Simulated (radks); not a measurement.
Spherical quantum dot in the effective-mass picture: electrons in a well V = -V0 / (1 + exp((r - R)/a)) with V0 = 25.3, R = 2.55, a = 0.17, with a point charge +1 (a donor) at the centre, all in effective atomic units (hartree* = m*/eps^2 hartree, bohr* = eps/m* bohr), one dielectric constant everywhere. Calculated with a radial shooting solver with Libxc functionals: non-relativistic Kohn-Sham, LDA (Slater exchange, Perdew-Wang correlation), spin-polarised, spherical densities. Levels are named by radial order and angular momentum (1s, 1p, 1d, 2s, ...), and open shells are averaged over m. Results are scaled to m* = 0.548 and eps = 7.6, for which hartree* = 258.2 meV and bohr* = 0.7339 nm.

N = 21, configuration 1s2 1p6 1d10 2s2 1f(up 1, down 0). This is the lowest configuration that the search found. Occupied and some empty levels:

level    occupation  eigenvalue (meV)  <r> (nm)
1s up             1           -3537.3     1.091
1s down           1           -3533.0     1.089
1p up             3           -3389.7     1.209
1p down           3           -3384.8     1.208
1d up             5           -3175.0     1.279
1d down           5           -3169.7     1.278
2s up             1           -2967.7    0.8268
2s down           1           -2965.6    0.8279
1f up             1           -2897.8     1.334
1f down           0           -2892.3     1.333
1g up             0           -2564.5     1.380
1g down           0           -2558.9     1.380
2p up             0           -2534.2     1.010
2p down           0           -2531.4     1.010
2d up             0           -2114.4     1.122
2d down           0           -2111.2     1.122

Energy (meV): total -98170.8, kinetic 10526, external -136620, Hartree 31265, exchange-correlation -3343.6.

Electron density:

r (nm)  n(r) (e/nm^3)
0.175           2.767
0.363           1.653
0.550           1.088
0.738          0.9705
0.925           1.182
1.11            1.448
1.30            1.370
1.49           0.8206
1.68           0.2459
1.86          0.03017
2.05         0.001754
2.24       0.00007271
2.43        2.808e-06
